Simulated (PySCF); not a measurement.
Molecule: `N#C/C=C\CO[SiH2]O`, C$_{4}$H$_{7}$NO$_{2}$Si.

Bonds (- single, = double, # triple, : aromatic): N1#C2, C2-C3, C3=C4, C4-C5, C5-O6, O6-Si7, Si7-O8. C3 carries H9; C4 carries H10; C5 carries H11, H12; Si7 carries H13, H14; O8 carries H15. Stereochemistry as in N#C/C=C\CO[SiH2]O.

Frames of a GFN2-xTB Langevin trajectory at 600 K; GIAO PBE0/pcSseg-1 shieldings in PySCF, gas phase, non-relativistic; equivalent atoms averaged within each frame.

Referencing at the same level of theory: ¹⁵N (267.73 ppm) vs NH3; TMS for ¹³C (186.93 ppm) and ²⁹Si (349.16 ppm) and ¹H (31.72 ppm); H2O for ¹⁷O (336.08 ppm). The references are static minima.

Problem. How do the shifts (ppm) fluctuate along the trajectory?

Solution. 
| time (fs) | N1 | C4 | C2 | C3 | C5 | O6 | O8 | Si7 | H10 | H13/H14 |
| --- | --- | --- | --- | --- | --- | --- | --- | --- | --- | --- |
| 250 | 344.8 | 165.2 | 121.2 | 109.6 | 65.5 | 39.9 | 36.2 | -24.9 | 7.61 | 5.90 |
| 425 | 328.9 | 157.4 | 121.2 | 93.2 | 55.3 | 43.7 | 32.3 | -39.5 | 7.19 | 5.40 |
| 625 | 339.3 | 197.6 | 125.3 | 103.9 | 72.4 | 63.6 | 56.4 | -58.2 | 9.12 | 5.90 |
| 800 | 359.3 | 160.1 | 123.1 | 95.4 | 81.1 | 53.9 | 51.2 | -29.6 | 7.00 | 5.02 |
| 1000 | 347.4 | 167.7 | 128.5 | 115.3 | 63.9 | 55.1 | 70.0 | -41.6 | 6.94 | 6.14 |
| mean of frames | 343.9 | 169.6 | 123.9 | 103.5 | 67.6 | 51.2 | 49.2 | -38.8 | 7.57 | 5.67 |
| standard deviation | 11.2 | 16.2 | 3.1 | 9.3 | 9.7 | 9.5 | 15.4 | 12.9 | 0.90 | 0.45 |

5 frames give an uncertainty of the mean of about the standard deviation over 2.2 at best, since frames this close in time may not be independent; classical motion lacks zero-point vibration, and the reference would need the same averaging.
